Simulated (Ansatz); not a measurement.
`C[B](F)[GeH2][Cl]` + NH₃ → `CB(N)F` + `[Cl][GeH3]` at 700 K and 1 bar (cleavage of the B–Ge bond).

Calculated with Ansatz (gas phase, PBE0-D4/def2-TZVP geometries, no zero-point term in ΔE). CBS: MP2 limit from def2 TZ/QZ plus the TZ coupled-cluster correction, frozen cores. This one scheme is used for every species. For Ge outer-core shells are correlated without core-valence functions, which leaves a few kJ/mol of doubt a bond. Scalar relativity is left out up to krypton. Each species was taken in one conformer, which may not be the lowest.

```json
{"species": "`C[B](F)[GeH2][Cl]`", "CCSD(T)/CBS energy (Eh)": "-2701.63708", "H − E (kJ/mol)": "239.7", "S (J/(mol·K))": "506.6"}
{"species": "NH₃", "CCSD(T)/CBS energy (Eh)": "-56.50880", "H − E (kJ/mol)": "116.9", "S (J/(mol·K))": "226.5"}
{"species": "`CB(N)F`", "CCSD(T)/CBS energy (Eh)": "-220.47660", "H − E (kJ/mol)": "246.7", "S (J/(mol·K))": "387.6"}
{"species": "`[Cl][GeH3]`", "CCSD(T)/CBS energy (Eh)": "-2537.71925", "H − E (kJ/mol)": "104.5", "S (J/(mol·K))": "321.9"}
```

H − E and S are ideal-gas, rigid-rotor, harmonic terms from PBE0-D4/def2-TZVP, for one conformer and one mirror image of each species. 1 Eh = 2625.50 kJ/mol, R = 8.31446 J/(mol·K).

Question: By hand: ΔE, ΔH, ΔS and ΔG.

Answer: ΔE = (-220.47660) + (-2537.71925) − (-2701.63708) − (-56.50880) = -0.04997 Eh = -131.2 kJ/mol. Δ(H − E) = 246.7 + 104.5 − 239.7 − 116.9 = -5.4, so ΔH = -136.6 kJ/mol. ΔS = 387.6 + 321.9 − 506.6 − 226.5 = -23.6 J/(mol·K). ΔG = -136.6 − 700 × (-23.6)/1000 = -120.1 kJ/mol.

Question: By hand: the equilibrium constant, and the temperature at which ΔG would vanish if ΔH and ΔS stayed fixed.

Answer: log₁₀ K = −ΔG/(RT ln 10) = 9.0. ΔG = 0 at ΔH/ΔS = 5788 K, far beyond where these terms or the molecules hold.

ΔH outweighs TΔS. A doubt of 5 kJ/mol in ΔE shifts log₁₀ K by 0.4 here. Other conformers and mirror images would add mixing entropy, several J/(mol·K) or more a flexible species. Modes under 60 cm⁻¹, often nearly free rotors, make the harmonic entropy too high. These are equilibria of isolated gas molecules and say nothing of rates. Largest T1 diagnostic: 0.012 (customary marks: 0.02 for closed shells, 0.045 for open ones).
